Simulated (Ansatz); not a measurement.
methanethiol (CH₄S), singlet, at a GFN2-xTB geometry. Base run: SVWN5/6-31G** (Ansatz, a program for electronic structure).

Ansatz was given this input:
Ansatz 0.2 input:
```yaml
crystal:
  periodic: [false, false, false]
  atoms:
    - {symbol: C, position_ang: [-0.05927499, 1.15601846, 0.01107955]}
    - {symbol: S, position_ang: [-0.04290118, -0.66526221, -0.00699584]}
    - {symbol: H, position_ang: [1.28189339, -0.79710439, 0.00234827]}
    - {symbol: H, position_ang: [-1.10311348, 1.45230554, 0.00564055]}
    - {symbol: H, position_ang: [0.42444570, 1.51749985, 0.91319673]}
    - {symbol: H, position_ang: [0.43884321, 1.53538357, -0.87572948]}
basis:
  gaussian:
    orbitals: 6-31G__.json
hamiltonian:
  xc: {name: SVWN5}
```
The basis file holds 6-31G** in the JSON format of the Basis Set Exchange.

Variants of this job, named by their change:

| change | ΔE vs base (kcal/mol) |
|---|---|
| base | 0.000 |
| lower_state_search = off | 0.000 |
| final_grid = 6, 12, 29 | -0.001 |
| fitting.mean_field = cc-pVTZ-JKFIT | -0.021 |
| final_grid = 10, 20, 41 | 0.000 |
| accuracy = high | 0.000 |
| point_charge = charge:-1.0 position_ang:2.1002, -3.5373, 1.4269 | -1.84 |
| lower_state_search = light | 0.000 |
| final_grid = 14, 28, 59 | 0.000 |
| point_charge = charge:1.0 position_ang:0.7112, 0.3625, 4.8375 | -1.50 |
| fitting.mean_field = def2-universal-JKFIT | -0.028 |
